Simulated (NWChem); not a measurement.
GeHSF3; SMILES [F][Ge]([F])([F])[SH]

```xyz
6

F      0.6534     0.9492    -1.4334
Ge     0.0032     0.2691    -0.0010
F      0.9783     0.9067     1.2561
F     -1.5681     0.9183     0.1859
S     -0.0874    -1.9007    -0.0054
H      1.2627    -1.9929    -0.0229
```
Atoms are numbered in this order, from 1.

Level: PBE0/def2-SVP (NWChem), optimised geometry, unscaled harmonic frequencies. 

| frequency (cm⁻¹) | IR intensity (km/mol) |
|---|---|
| 38 | 17.9 |
| 155 | 3.2 |
| 183 | 14.1 |
| 237 | 19.7 |
| 239 | 15.2 |
| 265 | 54.1 |
| 443 | 34.6 |
| 733 | 67.4 |
| 765 | 53.2 |
| 768 | 81.8 |
| 788 | 45.1 |
| 2708 | 6.3 |

```yaml
zero_point_energy: 10.5 kcal/mol
thermal correction to the enthalpy at 298.15 K (with zero-point energy): 15.5 kcal/mol
heat capacity Cv: 21.2 cal/(mol K)
entropy at 298.15 K and 1 atm (symmetry number 1): 85.9 cal/(mol K)
dipole_moment: 2.58 D
```

Rigid rotor and harmonic oscillator; modes under 100 cm⁻¹ make the entropy uncertain.
